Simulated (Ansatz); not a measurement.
C7H18AuOP, SMILES `CC[P+](CC)(CC)[Au-][O]C`, 28 atoms. Charge 0, multiplicity 1. Correlated methods include outer-core shells of Au, which these sets cover unevenly. Au: def2 effective core potential. Hardware: A = 11 threads of an AMD EPYC 7R13 on a shared host and a whole NVIDIA H100 80 GB; B = 11 threads of an AMD EPYC 7R13 on a shared host. Correlated methods freeze the cores.

Q: How many basis functions does each run have, and how long does it take in Ansatz? RHF-CCSD(T)/def2-TZVPP energy [A]; RKS ωB97M-V/def2-SVP energy [B]; RKS LC-ωPBE/def2-TZVPP energy [A]; RKS SPW92 (LDA)/def2-TZVPP energy [A]; RKS BLYP-D4/def2-TZVPP energy [A]; RKS ωB97M-V/def2-QZVPP energy [A]; RKS CAM-B3LYP-D4/def2-TZVPP energy [A]; direct RPA on PBE orbitals/def2-TZVPP energy [A]; RKS PBE0-D4/def2-QZVPP energy [A]; RKS PBE0-D4/def2-TZVP relaxation (46 steps) [A]; RHF-CCSD(T)/def2-SVP energy [A]; RKS PBE0-D4/def2-SVP energy [B]. (Estimate.)

A: Ansatz gave: Other jobs shared the machine, so times are rough.

```tsv
level	job	functions	wall time	peak host memory (GiB)
RKS SPW92 (LDA)/def2-TZVPP	energy [A]	598	2.2 s	1.2
RKS BLYP-D4/def2-TZVPP	energy [A]	598	2.3 s	1.2
RKS LC-ωPBE/def2-TZVPP	energy [A]	598	2.6 s	1.8
RKS CAM-B3LYP-D4/def2-TZVPP	energy [A]	598	2.6 s	1.8
RKS PBE0-D4/def2-SVP	energy [B]	252	3 s	1.8
RKS PBE0-D4/def2-QZVPP	energy [A]	1154	4.3 s	1.8
direct RPA on PBE orbitals/def2-TZVPP	energy [A]	598	4.4 s	3.5
RHF-CCSD(T)/def2-SVP	energy [A]	252	6 s	1.8
RKS ωB97M-V/def2-QZVPP	energy [A]	1154	7 s	2
RKS ωB97M-V/def2-SVP	energy [B]	252	7.5 s	1.9
RKS PBE0-D4/def2-TZVP	relaxation (46 steps) [A]	433	66 s	1.2
RHF-CCSD(T)/def2-TZVPP	energy [A]	598	97 s	3.3
```

LC-ωPBE has ω = 0.4 bohr⁻¹.
